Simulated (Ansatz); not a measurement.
`[Cl][Sn][Br]` + CH₃OH → `C[O][Sn][Cl]` + HBr at 298.15 K and 1 bar (ligand exchange at the Sn–Br bond).

Program: Ansatz. Geometries: PBE0-D4/def2-TZVP. ΔE: electronic, gas phase. CCSD(T)/CBS adds triple-zeta CCSD(T) − MP2 to the extrapolated MP2 energy (def2 sets, frozen cores). This one scheme is used for every species. def2 core potentials past Kr. For Br, Sn outer-core shells are correlated without core-valence functions, which leaves a few kJ/mol of doubt a bond. Scalar relativity is left out up to krypton. One conformer a species, not always the lowest.

```csv
species,CCSD(T)/CBS energy (Eh),H − E (kJ/mol),S (J/(mol·K))
`[Cl][Sn][Br]`,-3247.23683,18.2,323.1
CH₃OH,-115.61712,146.3,238.2
`C[O][Sn][Cl]`,-788.90874,129.6,345.0
HBr,-2573.91920,24.6,198.6
```

H − E and S are ideal-gas, rigid-rotor, harmonic terms from PBE0-D4/def2-TZVP, for one conformer and one mirror image of each species. 1 Eh = 2625.50 kJ/mol, R = 8.31446 J/(mol·K).

Task: By hand: ΔE, ΔH, ΔS and ΔG.

Result: ΔE = (-788.90874) + (-2573.91920) − (-3247.23683) − (-115.61712) = 0.02601 Eh = 68.3 kJ/mol. Δ(H − E) = 129.6 + 24.6 − 18.2 − 146.3 = -10.3, so ΔH = 58.0 kJ/mol. ΔS = 345.0 + 198.6 − 323.1 − 238.2 = -17.7 J/(mol·K). ΔG = 58.0 − 298.15 × (-17.7)/1000 = 63.3 kJ/mol.

Task: By hand: the equilibrium constant, and the temperature at which ΔG would vanish if ΔH and ΔS stayed fixed.

Result: log₁₀ K = −ΔG/(RT ln 10) = -11.1. ΔH and −TΔS have one sign here, so there is no such temperature.

ΔH outweighs TΔS. A doubt of 5 kJ/mol in ΔE shifts log₁₀ K by 0.9 here. Other conformers and mirror images would add mixing entropy, several J/(mol·K) or more a flexible species. These are equilibria of isolated gas molecules and say nothing of rates. Largest T1 diagnostic: 0.017 (customary marks: 0.02 for closed shells, 0.045 for open ones).
